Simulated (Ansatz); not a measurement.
Coupled-cluster diagnostics for ReO₃⁺, Ansatz.

Geometry of the singlet (r2SCAN-D4/def2-TZVP):

```xyz
4

Re    0.2591    0.8497   -0.7738
O    -0.1619    0.2366    0.8101
O    -0.4390   -0.5869    1.6739
O     0.3418   -0.4995   -1.7102
```

In the def2 sets Re takes a core potential; there is no spin–orbit coupling. Correlated methods freeze 3 core orbitals; core or outer-core shells of Re are correlated, in sets that lack core-valence functions. The structure holds one bond between oxygen atoms, so isomers without such links may lie far lower. No other spin state of charge 1 was run. The geometry of the singlet was relaxed on an unsound state (restricted singlet, unstable towards broken spin symmetry at other levels and untested here). Another isomer (triplet) lies 1.69 eV lower at PBE0-D4/def2-TZVP; other spin states weren't run for this one.

Q: Estimate the CCSD(T) correlation energy, the shares of MP2 and (T), T1 and the reference's ⟨S²⟩ for: charge 1, singlet, own geometry in def2-TZVPP; and the rough time on 4 threads of AMD EPYC 9B14 on a shared host.

A: 
```csv
state,basis,correlation (eV),MP2 share (%),(T) share (%),T1,⟨S²⟩ (pure),wall time,remarks
"charge 1, singlet, own geometry",def2-TZVPP,-35.639,99.0,7.2,0.078,0.00 (0.00),25 s,"large T1 (0.078), restricted SCF unstable"
```
Customary marks for T1 are 0.02 (closed shells), 0.045 (open shells) and about 0.05 (3d metals). T1 exceeds 0.02 in 1 of 1 rows and 0.045 in 1; the higher it lies, the less the single-reference result can be trusted.
